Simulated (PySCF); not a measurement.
SMILES [CH2]c1ccc(O)cc1 (C7H7O), doublet, GFN2-xTB optimised geometry.

```
15

C      2.68     0.00     0.00
C      1.30     0.00     0.00
C      0.56    -1.21     0.00
C     -0.81    -1.21     0.00
C     -1.52    -0.01     0.00
O     -2.88    -0.05     0.00
C     -0.82     1.20     0.00
C      0.55     1.21     0.00
H      3.23     0.92     0.00
H      3.24    -0.92     0.00
H      1.10    -2.15     0.00
H     -1.37    -2.13     0.00
H     -3.24     0.84     0.00
H     -1.37     2.14     0.00
H      1.09     2.15     0.00
```

Density from unrestricted CAM-B3LYP/def2-TZVP in PySCF 2.14.0 at that geometry.

Minimum of the electron density along straight lines between bonded atoms, close to the bond critical point (lines longer than 1.1 times the sum of covalent radii, or with two minima, are not listed):

```tsv
bond	length / Å	ρ at the minimum / e bohr⁻³	∇²ρ there / e bohr⁻⁵	position (fraction from the first atom)
C1–C2	1.376	0.329	-1.01	0.49
C2–C3	1.425	0.302	-0.88	0.50
C3–C4	1.367	0.334	-1.02	0.50
C4–C5	1.400	0.318	-0.96	0.48
C5–O6	1.359	0.295	___	0.34
C5–C7	1.398	0.319	-0.95	0.52
C2–C8	1.424	0.303	-0.88	0.50
C7–C8	1.370	0.332	-1.01	0.50
C1–H9	1.075	0.289	-1.03	0.65
C1–H10	1.075	0.289	-1.03	0.65
C3–H11	1.080	0.289	-1.04	0.65
C4–H12	1.079	0.289	-1.04	0.65
O6–H13	0.965	___	___	0.81
C7–H14	1.083	0.284	-1.01	0.64
C8–H15	1.080	0.289	-1.04	0.65
```

Task: What belongs in the gaps?

Result: 
- C5–O6, ∇²ρ there / e bohr⁻⁵: -0.60
- O6–H13, ρ at the minimum / e bohr⁻³: 0.358
- O6–H13, ∇²ρ there / e bohr⁻⁵: -2.44
